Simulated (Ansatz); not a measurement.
`O[SiH2][SiH2]Br` + `OC=S` → `O[SiH2]OC=S` + `[SiH3]Br`  (cleavage of the Si–Si bond)

Gas-phase electronic energies from Ansatz, PBE0-D4/def2-TZVP geometries. CCSD(T)/CBS is the MP2 limit (def2-TZVPP, def2-QZVPP) plus CCSD(T) − MP2 in def2-TZVPP, frozen cores. This one scheme is used for every species. DFT in def2-TZVPP. B3LYP here is the variant with VWN-RPA as its local correlation; programs differ in this. For Br outer-core shells are correlated without core-valence functions, which leaves a few kJ/mol of doubt a bond. Scalar relativity is left out up to krypton. Each species was taken in one conformer, which may not be the lowest.

Problem. Is it downhill or uphill in electronic energy at CCSD(T)/CBS, and by how much? (Best estimate.)

Solution. Computed: Downhill: ΔE = -1.11 eV.

Problem. What do these levels give: revPBE-D4, PBE0-D4, CAM-B3LYP-D4, ωB97X-V, r2SCAN, B3LYP, BHLYP, RPA@PBE/def2-TZVPP, CCSD/def2-SVP, MP2/def2-TZVPP, CCSD/def2-TZVPP, CCSD(T)/def2-TZVPP? (An estimate is asked.)

Solution. Ansatz gave: revPBE-D4 -0.83, PBE0-D4 -0.91, CAM-B3LYP-D4 -1.17, ωB97X-V -1.08, r2SCAN -1.03, B3LYP -1.12, BHLYP -1.23, RPA@PBE/def2-TZVPP -1.14, CCSD/def2-SVP -1.12, MP2/def2-TZVPP -1.21, CCSD/def2-TZVPP -1.17, CCSD(T)/def2-TZVPP -1.14 eV.

Largest T1 diagnostic among the species: 0.018.

In def2-TZVPP, CCSD(T) changes the Hartree–Fock value by +0.23 eV (the triples alone add +0.03 eV) and MP2 by +0.16 eV. The D4 term adds +0.04 eV with B3LYP and +0.02 eV with PBE0; it sums over pairs of atoms, weighted by their polarisabilities, and B3LYP, whose exchange is more repulsive, gets the larger term. From BLYP to BHLYP (50 % exact exchange), in def2-TZVPP and without D4, ΔE moves by −0.18 eV.
